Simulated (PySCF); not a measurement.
**Optical rotation: `C[C@@H]1CC[C@@H]1CBr`, C6H11Br**

Geometry (Å), atoms numbered from 1 in this order:
```xyz
18

C    -0.643    1.619   -0.350
C    -0.337    0.226   -0.872
C    -1.395   -0.822   -0.474
C    -0.424   -1.399    0.566
C     0.716   -0.590   -0.081
C     1.647    0.115    0.874
Br    3.008    1.142   -0.088
H    -0.921    1.592    0.702
H     0.213    2.279   -0.473
H    -1.476    2.041   -0.909
H    -0.129    0.285   -1.942
H    -1.621   -1.525   -1.273
H    -2.327   -0.419   -0.083
H    -0.299   -2.479    0.569
H    -0.644   -1.068    1.579
H     1.304   -1.213   -0.760
H     2.192   -0.603    1.488
H     1.129    0.826    1.515
```

The calculation used TDDFT B3LYP/def2-SVPD circular dichroism and optical rotation, one conformer, gas phase in PySCF 2.14.0. Geometry: GFN2-xTB.

The molecule is flexible and this is one conformer; a measurement averages over conformers. The calculation is non-relativistic, which matters for the atoms heavier than Zn. States above about 7.5 eV (minus the energy of the highest occupied orbital) lie near or above the ionisation threshold and depend on the basis.

Stereocentres: C2 R, C5 S.

(1) What is the specific rotation at 633, 589.3, 546, 436, 405, 365, 355 nm?

(2) And for the mirror image at 589.3 nm?

(3) What is the molar rotation [Φ] = [α]·M/100 of the geometry above at 589.3 nm?

Answers

(1) [α] in deg dm⁻¹ (g/mL)⁻¹:
| λ (nm) | origin-invariant length gauge | modified velocity gauge | length gauge (centre of mass) | isotropic polarisability (au) |
| --- | --- | --- | --- | --- |
| 633 | -161.0 | -164.8 | -161.6 | 94.0 |
| 589.3 | -188.4 | -192.9 | -189.1 | 94.3 |
| 546 | -223.3 | -228.6 | -224.1 | 94.8 |
| 436 | -376.3 | -385.0 | -377.5 | 96.5 |
| 405 | -450.5 | -460.7 | -451.9 | 97.3 |
| 365 | -586.7 | -599.7 | -588.4 | 98.7 |
| 355 | -631.1 | -645.1 | -632.9 | 99.2 |

(2) +188.4 deg dm⁻¹ (g/mL)⁻¹ (origin-invariant length gauge): the same size and the opposite sign.

(3) With M = 163.06 g/mol, -307.2 deg cm² dmol⁻¹ (origin-invariant length gauge).

The first excitation lies at 5.97 eV (208 nm) with R = +0.3 × 10⁻⁴⁰ esu² cm² (velocity form).
